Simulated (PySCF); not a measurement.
# What an electron can do to SbF

PBE in PySCF with def2-TZVPPD on every atom (core potentials on Sb), for the lowest determinant that a PBE0 search found; no spin–orbit coupling.

| species | state (unpaired electrons) | Re (Å) | ωe (cm⁻¹) | energy of the minimum from the neutral (eV) | De (eV) | dissociates to |
| --- | --- | --- | --- | --- | --- | --- |
| SbF | triplet (π ↑↑) | 1.952 | 571 | 0.00 | 4.53 | Sb + F |
| SbF⁺ | doublet (π ↑) | 1.878 | 675 | 8.71 | 4.78 | Sb⁺ + F |
| SbF⁻ | doublet (π ↑) | 2.048 | 454 | -1.03 | 1.89 | Sb + F⁻ |

Work out the lowest energy to break SbF into atoms, from its vibrational ground state.

D0 = De − ωe/2 = 4.53 − 0.04 = 4.49 eV (PBE/def2-TZVPPD).

Work out the ionisation energy of the Sb atom at this level and the threshold of dissociative ionisation.

IE(Sb) = 8.71 + 4.78 − 4.53 = 8.96 eV, so Sb⁺ + F + e⁻ appears at D0 + IE(Sb) = 13.45 eV (PBE/def2-TZVPPD). The measured IE(Sb) is 8.608 eV (NIST ASD).

Work out the electron affinity of the F atom and the threshold of dissociative attachment.

EA(F) = 4.53 − 1.89 − (-1.03) = 3.67 eV, so Sb + F⁻ needs D0 − EA(F) = 0.82 eV (PBE/def2-TZVPPD). The measured EA(F) is 3.401 eV.

At which energy does ion-pair formation open?

Sb⁺ + F⁻ lies at D0 + IE(Sb) − EA(F) = 9.78 eV (PBE/def2-TZVPPD).

These are thermodynamic thresholds; the onsets seen under electron impact lie higher where the geometry changes, and cross-sections peak well above them.

These are scalar-relativistic numbers at best; spin–orbit coupling would shift them, the dissociation energy most. For an ion De counts to the pair picked by the measured ionisation energies or electron affinities, which need not be the lowest pair at this level. The highest Kohn–Sham level is positive in this anion. Much of that is self-interaction error, but it also means that the finite basis helps to hold the extra electron. States were picked by a PBE0 search and need not be the measured ground states.
